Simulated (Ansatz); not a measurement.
`[Cl][InH]` radical at its PBE0-D4/def2-TZVP geometry, where that method's forces vanish. Charge 0, multiplicity 2. In: def2 effective core potential.

```json
{"atom": "Cl1", "x (Å)": "-1.481", "y (Å)": "-0.290", "z (Å)": "-1.163"}
{"atom": "In2", "x (Å)": "0.655", "y (Å)": "0.237", "z (Å)": "-0.296"}
{"atom": "H3", "x (Å)": "0.826", "y (Å)": "0.052", "z (Å)": "1.459"}
```

**Question.** For each bond, give half the difference of the two atoms' forces along it (eV/Å; positive pushes the atoms apart) under PBE-D4, r2SCAN-D4, B3LYP-D4, ωB97M-V in def2-TZVPP. (Estimate.)

**Answer.** Computed: 
```json
{"bond": "Cl1–In2", "length (Å)": "2.365", "PBE-D4": "0.24", "r2SCAN-D4": "0.05", "B3LYP-D4": "0.29", "ωB97M-V": "-0.03"}
{"bond": "In2–H3", "length (Å)": "1.773", "PBE-D4": "0.15", "r2SCAN-D4": "0.01", "B3LYP-D4": "0.08", "ωB97M-V": "-0.15"}
```

B3LYP here is the variant with VWN-RPA as its local correlation; programs differ in this.
